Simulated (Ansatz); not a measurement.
H3AlN, SMILES `[NH2][AlH-]` (lower singlet) (charge -1, multiplicity 1). This singlet lies 1.12 eV below the relaxed triplet at the level frozen-core CCSD(T)/aug-cc-pVTZ // B3LYP-D3(BJ)/def2-TZVPD (Ansatz, an electronic-structure program).

Z-matrix (Å, degrees):
```
N
H 1 1.0104
H 1 1.0129 2 109.72
Al 1 1.8590 2 123.54 3 -179.97
H 4 1.7057 1 95.73 2 179.96
```
Charge -1, spin multiplicity 1.

Frozen-core energies in aug-cc-pVTZ from Ansatz at a geometry from B3LYP-D3(BJ)/def2-TZVPD; the HF reference has <S^2> = 0.00 (restricted, and unstable towards unrestricted orbitals) and the T1 diagnostic is 0.017.

```tsv
level	energy (Ha)
HF	-298.14050
MP2	-298.46140
CCSD	-298.48366
CCSD(T)	-298.49779
```

Problem. Estimate the energies of CCSDT and CCSDT(Q), and give each level's difference from CCSDT(Q).

Solution. 
| level | energy (Ha) | difference from CCSDT(Q) (mHa) |
|---|---|---|
| MP2 | -298.46140 | 37.82 |
| CCSD | -298.48366 | 15.56 |
| CCSD(T) | -298.49779 | 1.43 |
| CCSDT | -298.49838 | 0.84 |
| CCSDT(Q) | -298.49922 | 0.00 |
